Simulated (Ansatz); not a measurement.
Zn₃: single points at one geometry.

```yaml
crystal:
  periodic: [false, false, false]
  atoms:
    - {symbol: Zn, position_ang: [-0.423630, 2.392605, -0.400487]}
    - {symbol: Zn, position_ang: [0.003198, 0.000904, 0.001832]}
    - {symbol: Zn, position_ang: [0.420432, -2.393509, 0.398655]}
basis:
  gaussian: {orbitals: def2-TZVP, initial_orbitals: start.molden}
magnetization: {spin_polarized: true, initial_magnetization: 2}
hamiltonian: {xc: pbe}
scf: {omitted_lower_state_checks: [starts]}
output: {orbitals: {seedname: orbitals}}
```

The file start.molden holds the orbitals of an earlier run on this structure, at another level or in another basis.

```sh
$ ansatz run in.yaml --threads 4 --pin off --events-out ev --progress --plain --max-ram 3916MiB
```

Shortened log:

```
Functional definition: PBE
1380 factors; their error is unknown
mean field evaluation 1: about -145236.0533 eV, gradient 9.3e0 eV
mean field evaluation 2: about -145236.2664 eV, gradient 2.4e-1 eV
mean field evaluation 4: about -145236.2393 eV, gradient 1.7e-2 eV
mean field evaluation 8: about -145236.2393 eV, gradient 1.9e-5 eV
mean field -145236.23934863 eV, -5337.3333514032 hartree, gradient 3.5e-6 eV, S^2 2.006083; 0 other end points of the search recorded, 0 dependent functions left out
reference -145236.23938793 eV, -5337.3333528478 hartree; 46, 44 occupied and 98, 100 virtual orbitals, 1380 factors
Total energy: -145236.23938793 eV, -5337.3333528478 hartree
Checks for a lower state left out: starts
```

Run time 1.8 s (4 threads of AMD EPYC 9B45 on a shared host).

Geometry: PBE0/def2-TZVP.

The gap within one spin of the charge 0 triplet nearly closes, so an electron or hole may be smeared out by delocalisation error. At PBE0/def2-TZVP a singlet of charge 0 lies 1.78 eV below the triplet, each at its own geometry. The structure comes from a short search, and lower isomers may exist.
